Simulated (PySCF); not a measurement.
## Circular dichroism: `C=C[C@@H]1[C@H](C)C[P@@H]1=S`, C₆H₁₁PS

Geometry:
```csv
atom,x (Å),y (Å),z (Å)
C1,2.582,-0.724,0.340
C2,1.468,-0.116,-0.026
C3,0.356,0.214,0.903
C4,-1.042,-0.306,0.456
C5,-1.046,-1.619,-0.305
C6,-1.480,0.935,-0.350
P7,-0.246,1.963,0.571
S8,0.795,3.386,-0.206
H9,3.372,-0.933,-0.359
H10,2.748,-1.038,1.359
H11,1.332,0.201,-1.054
H12,0.626,-0.038,1.930
H13,-1.675,-0.404,1.343
H14,-0.628,-2.412,0.312
H15,-0.454,-1.546,-1.214
H16,-2.064,-1.890,-0.577
H17,-2.533,1.207,-0.296
H18,-1.186,0.864,-1.399
H19,-0.937,2.266,1.753
```

Computed, not measured: TDDFT B3LYP/def2-SVPD circular dichroism and optical rotation, one conformer, gas phase in PySCF. Geometry: GFN2-xTB.

The molecule is flexible and this is one conformer; a measurement averages over conformers. States above about 6.4 eV (minus the energy of the highest occupied orbital) lie near or above the ionisation threshold and depend on the basis.

Assign R or S to each stereocentre.

C3 R, C4 R, P7 S.

Which excitations and rotatory strengths does the calculation give?

Rotatory strengths R in 10⁻⁴⁰ esu² cm², velocity form and length form (origin at the centre of mass); f in length form.
| state | E (eV) | λ (nm) | f | R (velocity) | R (length) | main |
| --- | --- | --- | --- | --- | --- | --- |
| 1 | 5.03 | 247 | 0.002 | +6.0 | +5.0 | HOMO→LUMO 0.93 |
| 2 | 5.14 | 241 | 0.019 | +19.7 | +20.3 | HOMO−1→LUMO 0.95 |
| 3 | 5.48 | 226 | 0.001 | +2.5 | +2.7 | HOMO−1→LUMO+1 0.75, HOMO→LUMO+1 0.13 |
| 4 | 5.55 | 223 | 0.017 | -10.5 | -10.4 | HOMO→LUMO+1 0.65, HOMO−1→LUMO+1 0.14 |
| 5 | 5.61 | 221 | 0.020 | +5.1 | +4.4 | HOMO→LUMO+2 0.68, HOMO−1→LUMO+2 0.12 |
| 6 | 5.67 | 219 | 0.017 | +6.9 | +8.0 | HOMO→LUMO+3 0.59, HOMO−1→LUMO+2 0.21 |
| 7 | 5.71 | 217 | 0.021 | -11.8 | -12.7 | HOMO−1→LUMO+2 0.31, HOMO→LUMO+3 0.27 |
| 8 | 6.02 | 206 | 0.091 | +29.7 | +30.2 | HOMO−1→LUMO+3 0.55, HOMO−1→LUMO+2 0.20 |
| 9 | 6.31 | 197 | 0.014 | -2.4 | -2.1 | HOMO→LUMO+4 0.65, HOMO−1→LUMO+4 0.13 |
| 10 | 6.36 | 195 | 0.028 | +24.1 | +25.3 | HOMO−1→LUMO+4 0.69, HOMO→LUMO+4 0.14 |
| 11 | 6.48 | 191 | 0.013 | -3.9 | -4.2 | HOMO→LUMO+5 0.54, HOMO−1→LUMO+5 0.15 |
| 12 | 6.51 | 190 | 0.013 | -18.9 | -20.2 | HOMO−1→LUMO+5 0.50, HOMO→LUMO+5 0.23 |
| 13 | 6.63 | 187 | 0.010 | +5.7 | +5.1 | HOMO−1→LUMO+6 0.42, HOMO−2→LUMO+1 0.17 |
| 14 | 6.69 | 185 | 0.047 | +20.3 | +19.7 | HOMO−2→LUMO+1 0.56, HOMO−2→LUMO 0.14 |
| 15 | 6.74 | 184 | 0.176 | +53.5 | +53.4 | HOMO−2→LUMO 0.48, HOMO−2→LUMO+1 0.19 |
| 16 | 6.76 | 183 | 0.046 | -1.8 | -1.7 | HOMO→LUMO+6 0.60, HOMO−1→LUMO+6 0.14 |

Among the states computed, the strongest CD band (largest |R|) is state 15. The largest dissymmetry factor in size, g = 4R/(D+G), with D and G the electric and magnetic dipole strengths, is +0.021 for state 1 (velocity form, f = 0.002), among bands with |R| over 0.5. The mirror image has the same energies and oscillator strengths and all R with the opposite sign.
